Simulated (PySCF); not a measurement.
GeHI, SMILES [GeH][I] (connectivity only; charge and spin as stated), neutral, multiplicity 1.

Geometry: PBE-D3(BJ)/def2-TZVP. The def2 effective core potentials stand for the cores of I; spin–orbit coupling is left out.

Level of theory: ωB97X/def2-TZVPD (PySCF).

Symmetry labels are those of the subgroup Cs that the program uses (full group Cs).

Computed valence orbital energies around the gap with their symmetry:
| orbital | symmetry | energy (eV) |
|---|---|---|
| HOMO−7 | A' | -36.78 |
| HOMO−6 | A' | -36.74 |
| HOMO−5 | A' | -22.22 |
| HOMO−4 | A' | -17.03 |
| HOMO−3 | A' | -11.55 |
| HOMO−2 | A' | -10.24 |
| HOMO−1 | A" | -10.10 |
| HOMO | A' | -9.04 |
| LUMO | A" | -1.31 |
| LUMO+1 | A' | 0.71 |
| LUMO+2 | A' | 1.79 |
| LUMO+3 | A' | 1.89 |
